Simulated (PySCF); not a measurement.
## Working out the ionisation energy of S²⁺

S²⁺ [Ne] 3s2 3p2 (3P) → S³⁺ [Ne] 3s2 3p1 (2P). Computed with PySCF 2.14 in def2-TZVPPD, with no relativity, point nucleus. Frozen: 1s2. Energies in hartree (1 hartree = 27.21139 eV):

```tsv
part	S²⁺ (lower)	S³⁺ (upper)
UHF	-396.328237	-395.072934
CCSD correlation	-0.243197	-0.223710
(T)	-0.003642	-0.002569
```

What does Hartree-Fock give?

(-395.072934) − (-396.328237) = 1.255303 hartree = 34.159 eV.

What do CCSD and CCSD(T) give?

The CCSD correlation energies differ by 0.019487 hartree = 0.530 eV and the triples by 0.001073 hartree = 0.029 eV, so CCSD gives 34.689 eV and CCSD(T) 34.718 eV.

A first-order spin-orbit estimate adds -0.009 eV to CCSD(T) (valence and next inner shell), giving 34.709 eV against 34.86 ± 0.04 eV (semi-empirical (NIST evaluation); NIST Atomic Spectra Database, ionization energies).

What remains against the reference includes basis incompleteness, the frozen core and higher excitations.
